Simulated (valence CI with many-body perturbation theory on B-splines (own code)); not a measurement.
# Ce27+: electric-dipole lines

Computed by valence CI with perturbative core correlation (CI+MBPT): three valence electrons over a frozen Dirac-Fock core [Ar] 3d10, a basis of 11 s, 11 p, 9 d, 7 f, 5 g, 2 h, 1 i functions for each j, with the one-electron correlation potential Σ1, the two-electron term Σ2, the three-electron term Σ3, Breit, model QED; selected CI, second order for the rest (own B-spline code, finite nucleus).

No measured spectrum was set against this ion. As an estimate, large intervals hold to a few tenths of a per cent, small ones and those within an open d or f shell to about a per cent.

Lines 1 to 50 of 286 in falling wavelength, among levels below 2495100 cm⁻¹, chosen from the strongest by gf and those to the six lowest levels. Wavelengths and rates use the calculated energies. Electric multipoles are in the length gauge, E1 and E2 with the static RPA response of the core. Weak lines are less certain than strong ones. Lines between different terms over intervals too small for the method are left out, as are lines whose strength nearly cancels. The highest levels of a list are the least certain.

Levels are named by their leading jj configuration (3d3/2^4 stands for four electrons in 3d with j = 3/2), which in mixed levels can hold well under half, so a name can repeat and another be missing. Letters in brackets count levels of one name in rising energy.

```
λ vac (Å)                          Upper                       Lower   A (s⁻¹)  S (a.u.)
    383.2             (4s 4p1/2^2) J=1/2          (4s^2 4p3/2) J=3/2  6.09e+07  3.38e-03
    258.7      (4p1/2 4p3/2 4d3/2) J=7/2  (4s 4p3/2 4d3/2) J=5/2 [b]  2.79e+09  1.90e-01
    251.5  (4p1/2 4p3/2 4d5/2) J=7/2 [b]  (4s 4p3/2 4d5/2) J=5/2 [b]  3.04e+09  1.91e-01
    242.8     (4s 4p1/2 4p3/2) J=3/2 [a]          (4s^2 4p3/2) J=3/2  6.27e+08  1.77e-02
    240.7         (4s 4p1/2 4d5/2) J=7/2          (4s^2 4d5/2) J=5/2  2.62e+09  1.44e-01
    237.9          (4p1/2 4p3/2^2) J=5/2          (4s 4p3/2^2) J=3/2  5.71e+09  2.27e-01
    225.6      (4p1/2 4p3/2 4d5/2) J=9/2  (4s 4p3/2 4d5/2) J=7/2 [a]  4.89e+09  2.77e-01
    220.4         (4s 4p1/2 4p3/2) J=5/2          (4s^2 4p3/2) J=3/2  4.64e+09  1.47e-01
    216.1          (4p1/2^2 4p3/2) J=3/2      (4s 4p1/2 4p3/2) J=1/2  6.44e+09  1.28e-01
    212.5             (4s 4p1/2^2) J=1/2          (4s^2 4p1/2) J=1/2  7.16e+09  6.78e-02
    212.0  (4p1/2 4p3/2 4d5/2) J=7/2 [b]  (4s 4p3/2 4d5/2) J=7/2 [b]  4.47e+09  1.68e-01
    211.5          (4p1/2^2 4d5/2) J=5/2  (4s 4p1/2 4d5/2) J=5/2 [b]  6.36e+09  1.78e-01
    211.4  (4p1/2 4p3/2 4d3/2) J=5/2 [a]  (4s 4p3/2 4d3/2) J=5/2 [a]  5.98e+09  1.67e-01
    206.0      (4p1/2 4p3/2 4d3/2) J=7/2      (4s 4p3/2 4d3/2) J=7/2  5.06e+09  1.74e-01
    203.7          (4p1/2^2 4p3/2) J=3/2  (4s 4p1/2 4p3/2) J=3/2 [b]  6.90e+09  1.15e-01
    201.3  (4p1/2 4p3/2 4d5/2) J=5/2 [b]  (4s 4p3/2 4d5/2) J=7/2 [b]  9.53e+09  2.30e-01
    201.1          (4p1/2 4p3/2^2) J=1/2          (4s 4p3/2^2) J=1/2  1.97e+10  1.58e-01
    198.4  (4p1/2 4p3/2 4d5/2) J=3/2 [a]  (4s 4p3/2 4d5/2) J=5/2 [a]  1.14e+10  1.75e-01
    197.5  (4p1/2 4p3/2 4d5/2) J=5/2 [a]  (4s 4p3/2 4d5/2) J=5/2 [a]  6.74e+09  1.54e-01
    192.7     (4s 4p1/2 4p3/2) J=3/2 [b]          (4s^2 4p3/2) J=3/2  4.16e+09  5.88e-02
    189.4          (4p1/2 4p3/2^2) J=3/2          (4s 4p3/2^2) J=5/2  1.46e+10  1.96e-01
    187.5          (4p1/2 4p3/2^2) J=5/2          (4s 4p3/2^2) J=5/2  1.19e+10  2.32e-01
    186.1      (4p1/2 4p3/2 4d5/2) J=9/2      (4s 4p3/2 4d3/2) J=7/2  4.27e+09  1.36e-01
    185.8  (4p1/2 4p3/2 4d5/2) J=7/2 [a]      (4s 4p3/2 4d5/2) J=9/2  2.00e+10  5.07e-01
    185.5          (4p1/2^2 4d3/2) J=3/2      (4s 4p1/2 4d3/2) J=5/2  1.97e+10  2.48e-01
    185.0          (4p1/2^2 4d5/2) J=5/2  (4s 4p1/2 4d3/2) J=3/2 [b]  7.62e+09  1.43e-01
    184.4          (4p1/2^2 4d5/2) J=5/2      (4s 4p1/2 4d5/2) J=7/2  2.50e+10  4.64e-01
    184.4          (4p1/2^2 4d5/2) J=5/2  (4s 4p1/2 4d5/2) J=5/2 [a]  6.50e+09  1.21e-01
    182.8         (4s 4p1/2 4p3/2) J=1/2          (4s^2 4p3/2) J=3/2  8.77e+09  5.28e-02
    181.8  (4p1/2 4p3/2 4d5/2) J=5/2 [a]      (4s 4p3/2 4d3/2) J=7/2  9.43e+09  1.68e-01
    179.8          (4p1/2^2 4p3/2) J=3/2      (4s 4p1/2 4p3/2) J=5/2  3.21e+10  3.68e-01
    178.6      (4p1/2 4p3/2 4d5/2) J=9/2      (4s 4p3/2 4d5/2) J=9/2  1.61e+10  4.53e-01
    174.7          (4p1/2^2 4d3/2) J=3/2  (4s 4p1/2 4d3/2) J=3/2 [a]  1.08e+10  1.14e-01
    174.0  (4p1/2 4p3/2 4d3/2) J=5/2 [b]      (4s 4p3/2 4d3/2) J=7/2  1.52e+10  2.37e-01
    171.2  (4p1/2 4p3/2 4d3/2) J=3/2 [b]  (4s 4p3/2 4d3/2) J=5/2 [a]  1.51e+10  1.50e-01
    167.2          (4p1/2^2 4p3/2) J=3/2  (4s 4p1/2 4p3/2) J=3/2 [a]  9.79e+09  9.04e-02
    166.0          (4p3/2^2 4d5/2) J=9/2  (4s 4p3/2 4d5/2) J=7/2 [b]  4.33e+09  9.77e-02
    161.9          (4p3/2^2 4d5/2) J=9/2  (4s 4p3/2 4d5/2) J=7/2 [a]  5.65e+09  1.18e-01
    160.9     (4s 4p1/2 4p3/2) J=3/2 [a]          (4s^2 4p1/2) J=1/2  2.23e+08  1.83e-03
    160.4          (4p3/2^2 4d5/2) J=7/2  (4s 4p3/2 4d5/2) J=7/2 [a]  6.20e+09  1.01e-01
    158.9          (4p1/2 4p3/2^2) J=3/2      (4s 4p1/2 4p3/2) J=1/2  1.29e+10  1.03e-01
    156.0         (4s 4p1/2 4f7/2) J=9/2  (4s 4p3/2 4d5/2) J=7/2 [b]  2.16e+10  4.06e-01
    154.2             (4s 4p3/2^2) J=5/2          (4s^2 4p3/2) J=3/2  1.09e+10  1.18e-01
    153.2                (4p3/2^3) J=3/2          (4s 4p3/2^2) J=3/2  3.80e+10  2.70e-01
    153.0      (4p1/2 4p3/2 4d3/2) J=7/2      (4s 4p1/2 4d5/2) J=7/2  6.67e+09  9.43e-02
    152.9     (4s 4p1/2 4f7/2) J=7/2 [c]  (4s 4p3/2 4d5/2) J=7/2 [b]  1.02e+10  1.44e-01
    152.1          (4p1/2 4p3/2^2) J=3/2  (4s 4p1/2 4p3/2) J=3/2 [b]  2.72e+09  1.89e-02
    150.9          (4p1/2 4p3/2^2) J=5/2  (4s 4p1/2 4p3/2) J=3/2 [b]  1.04e+10  1.05e-01
    150.5     (4s 4p1/2 4f7/2) J=7/2 [c]  (4s 4p3/2 4d3/2) J=5/2 [b]  1.63e+10  2.19e-01
    148.4          (4p3/2^2 4d5/2) J=7/2  (4s 4p3/2 4d5/2) J=5/2 [a]  2.20e+10  2.84e-01
```
